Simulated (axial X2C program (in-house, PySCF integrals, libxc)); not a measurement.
A run on HfSi⁻ without results

A two-component calculation with an axial X2C code built on PySCF integrals.

Input and command:
```json
{"zs": [72, 14], "q": -1, "bas": ["dyall-acv3z", "dyall-av3z"], "r0": 2.68, "levels": ["PBE0", "HF", "BHandHLYP", "LDA", "r2SCAN"], "nst": 3}
```
```bash
python soeom.py task.json out
```

Keys: zs atomic numbers; q charge; bas basis sets; r0 starting distance in Å; levels methods; nst determinants followed.

Outcome:

The PBE0 distance search ended without bracketing a minimum (an unconverged step or the end of its range); this says nothing on whether the molecule is bound.
